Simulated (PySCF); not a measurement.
Compound: C9H13B.
Atom-mapped SMILES: `[CH3:1][B:2]([CH3:3])[C:4]1=[CH:5][C:6]2([CH:7]=[CH:8]1)[CH2:9][CH2:10]2` (hydrogens: H11, H12, H13 on C1; H14, H15, H16 on C3; H17 on C5; H18 on C7; H19 on C8; H20, H21 on C9; H22, H23 on C10)

Method used: PBE0-D3(BJ)/def2-SVP geometry optimisation, gas phase (PySCF).

Q: What internal coordinates does the optimisation give?

A: 
```
                   bond  length (Å)
           C1–B2, B2–C3       1.578
                  B2–C4       1.559
                  C4=C5       1.368
                  C5–C6       1.468
                  C6–C7       1.476
                  C7=C8       1.352
          C6–C9, C6–C10       1.528
                 C9–C10       1.475
                  C4–C8       1.474
C1–H11 and 5 like bonds       1.103
                 C5–H17       1.092
                 C7–H18       1.091
                 C8–H19       1.091
        C9–H20, C10–H23       1.092
        C9–H21, C10–H22       1.092
```

Bonds in one row agree within 0.01 Å and their mean is given. A selection of angles:
```
     angle  degrees
 B2–C1–H11    115.0
 B2–C1–H12    109.7
H11–C1–H12    108.3
H12–C1–H13    104.9
  C1–B2–C3    122.0
  C1–B2–C4    118.6
 B2–C3–H15    114.2
  B2–C4–C5    126.0
  B2–C4–C8    127.3
  C5–C4–C8    106.7
  C4–C5–C6    109.9
 C4–C5–H17    126.5
 C6–C5–H17    123.6
  C5–C6–C7    105.0
  C5–C6–C9    121.8
  C7–C6–C9    122.6
 C9–C6–C10     57.7
  C6–C7–C8    108.1
 C6–C7–H18    124.2
 C8–C7–H18    127.7
 C7–C8–H19    125.5
  C4–C8–C7    110.3
 C4–C8–H19    124.2
 C6–C9–C10     61.1
 C6–C9–H20    115.9
 C6–C9–H21    116.4
C10–C9–H20    118.9
C10–C9–H21    119.0
H20–C9–H21    114.8
```

Torsions: C1–B2–C4–C5 179° (antiperiplanar); B2–C4–C5–C6 180° (antiperiplanar); C4–C5–C6–C7 0° (synperiplanar); C5–C6–C7–C8 0° (synperiplanar); C6–C7–C8–C4 0° (synperiplanar); C5–C6–C9–C10 110° (anticlinal); B2–C4–C8–C7 180° (antiperiplanar); C5–C6–C10–C9 -110° (anticlinal).

The C–C distances run from 1.352 Å (C7=C8, drawn double) to 1.528 Å (C6–C9, drawn single), a spread of 0.176 Å. The B–C distances run from 1.559 Å (B2–C4, drawn single) to 1.580 Å (B2–C3, drawn single), a spread of 0.021 Å. The 3-membered ring C6–C9–C10 has internal angles of 57.7° to 61.1°. The 5-membered ring C4–C5–C6–C7–C8 has internal angles of 105.0° to 110.3°; it is planar, 0.00 Å rms from its mean plane, widest ring torsion 0°. Of the pairs four or more bonds apart, C3···H17 is among the closest relative to their van der Waals radii: 2.92 Å, 101 % of the sum of Bondi's values. B2 (three-coordinate boron) is planar (angles 122.0°, 119.5° and 118.6°, sum 360.0°, 0.00 Å off the plane of its three neighbours).

No frequency check.

Rough CPU time on one thread of a shared machine: about 4 min. That covers the optimisation of the geometry.
